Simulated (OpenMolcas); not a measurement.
How basis sets differ on GaH2ClO (SMILES [OH][GaH][Cl])

The species is GaH2ClO (5 atoms), meant as a singlet with charge 0. As SMILES, `[OH][GaH][Cl]`. Geometry: relaxed at PBE0-D4/def2-TZVP. This is one conformer, not always the lowest.

Quantity: the HOMO–LUMO gap, in eV. The values are calculated.

```
               level          kind     program  value (eV)  CPU time
   HF/ANO-R0 (sfX2C)  Hartree–Fock  OpenMolcas       12.70     2.5 s
HF/ANO-RCC-MB (DKH2)  Hartree–Fock  OpenMolcas       13.72       7 s
           HF/STO-3G  Hartree–Fock  OpenMolcas       13.46     1.6 s
            HF/3-21G  Hartree–Fock  OpenMolcas       13.90     2.1 s
        HF/def2-SVPD  Hartree–Fock  OpenMolcas       13.79      13 s
```

All-electron rows without a relativistic Hamiltonian named are non-relativistic. The values span 12.70 to 13.90 eV. A Hartree–Fock LUMO above zero doesn't converge with the basis: it sinks as sets grow more diffuse. Orbital gaps aren't excitation energies. Times are those of the runs behind each value, whatever else they computed, on shared processors of several kinds: orders of magnitude only.
